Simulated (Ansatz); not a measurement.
The same molecule with X = F, Cl, Br. Ansatz, PBE0-D4/def2-TZVP geometries, multiplicity 1. Each molecule was computed in one conformer, which needn't be the lowest.

Scalar relativity is left out up to krypton.

```tsv
X	molecule	mean X–Ge bond length / Å	HOMO–LUMO gap (ωB97M-V/def2-TZVPP) / eV	size of the dipole moment (PBE/def2-TZVPP) / D	HOMO–LUMO gap (B3LYP/def2-TZVPP) / eV
Cl	`[SH][Ge][Cl]`	2.198	8.85	0.86	4.49
Br	`[SH][Ge][Br]`	2.358	8.64	0.86	4.32
```

Question: Give the row for X = F, `[F][Ge][SH]`. (Estimate.)

Answer: Ansatz gave: 
| X | molecule | mean X–Ge bond length / Å | HOMO–LUMO gap (ωB97M-V/def2-TZVPP) / eV | size of the dipole moment (PBE/def2-TZVPP) / D | HOMO–LUMO gap (B3LYP/def2-TZVPP) / eV |
| --- | --- | --- | --- | --- | --- |
| F | `[F][Ge][SH]` | 1.757 | 9.18 | 2.38 | 4.77 |

From F to Br the mean X–Ge bond length rises at each step, by 0.601 Å in all; the HOMO–LUMO gap (ωB97M-V/def2-TZVPP) falls at each step, by 0.54 eV in all; the HOMO–LUMO gap (B3LYP/def2-TZVPP) falls at each step, by 0.45 eV in all. Bonds lengthen as the atom grows down the group. Dipoles are sizes alone, and their direction can turn along the series.

B3LYP here is the variant with VWN-RPA as its local correlation; programs differ in this.

Spin–orbit coupling is left out; it splits and shifts lone-pair levels of the heavy atoms by tenths of an eV.
